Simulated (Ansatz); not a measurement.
Harmonic frequencies (cm⁻¹) at PBE0-D4/def2-TZVP from Ansatz: 73, 109, 141, 204, 226, 275, 365, 432, 671, 692, 712, 795, 911, 930, 971, 977, 1055, 1091, 1116, 1146, 1238, 1265, 1367, 1383, 1402, 1452, 1474, 1476, 1485, 1499, 1514, 2160, 2215, 2222, 2993, 3002, 3041, 3048, 3068, 3108, 3122, 3127.

Each molecule was computed in one conformer, which needn't be the lowest.

Q: Which molecule is it?
A. `CCN(C)[SiH3]`
B. `CC(C)N[SiH3]`
C. `C[Si](C)(C)N`
D. `C[SiH2]N(C)C`

A: A.
